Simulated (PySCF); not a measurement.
## How methods differ on the ionisation energy of Pd

Pd [Kr] 4d10 (1S) → Pd⁺ [Kr] 4d9 (2D), as a difference of total energies. Computed with PySCF 2.14 in def2-QZVPPD with the def2 core potential (28 electrons) (7s5p4d4f2g, 88 functions), with scalar relativity through the core potential. Correlated levels: valence and next inner shell: nothing frozen outside the core potential. The calculations carry no spin-orbit coupling.

```csv
method,ionisation energy (eV)
UHF,6.250
MP2 (valence and next inner shell),8.820
SCS-MP2 (valence and next inner shell),8.497
CCSD (valence and next inner shell),8.076
CCSD(T) (valence and next inner shell),8.314
```

Problem. How much does correlation contribute at CCSD(T) (valence and next inner shell)?

Solution. 8.314 − (6.250) = 2.064 eV, measured against UHF.

Errors of the correlated levels include the incompleteness of this basis.

For comparison: 8.512 eV (measured; NIST levels, between the centres of gravity of the two terms).
